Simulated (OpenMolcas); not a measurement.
## MoCl4O (SMILES O=[Mo](Cl)(Cl)(Cl)Cl): methods side by side

MoCl4O: 6 atoms, total charge 0, spin state singlet. SMILES: `O=[Mo](Cl)(Cl)(Cl)Cl`. The shape is that of a PBE0-D4/def2-TZVP optimisation.

| atom | x (Å) | y (Å) | z (Å) |
| --- | --- | --- | --- |
| O | -0.6473 | -1.5528 | 0.7399 |
| Mo | -0.0603 | -0.1449 | 0.0688 |
| Cl | 2.0650 | -0.7546 | 0.3823 |
| Cl | -1.0478 | -0.5412 | -1.8943 |
| Cl | 0.7752 | 1.8619 | -0.8849 |
| Cl | -1.0848 | 1.1316 | 1.5882 |

Quantity: the energy change with the Mo2–Cl5 bond stretched from 2.374 to 4.273 Å, in eV. The values are calculated.

```
                                       level                 kind     program  value (eV)  CPU time (all runs)
   HF/def2-SVP (core potential) (restricted)         Hartree–Fock  OpenMolcas        3.95              1.7 min
 BLYP/def2-SVP (core potential) (restricted)                  GGA  OpenMolcas        2.32              4.6 min
B3LYP/def2-SVP (core potential) (restricted)        global hybrid  OpenMolcas        2.90              3.2 min
BHLYP/def2-SVP (core potential) (restricted)        global hybrid  OpenMolcas        3.62              5.1 min
 PBE0/def2-SVP (core potential) (restricted)        global hybrid  OpenMolcas        3.25              3.4 min
  MP2/def2-SVP (core potential) (restricted)  perturbation theory  OpenMolcas        3.76                 98 s
```

The first shape isn't each level's own minimum. The values span 2.32 to 3.95 eV. Times are those of the runs behind each value, whatever else they computed, on shared processors of several kinds: orders of magnitude only.
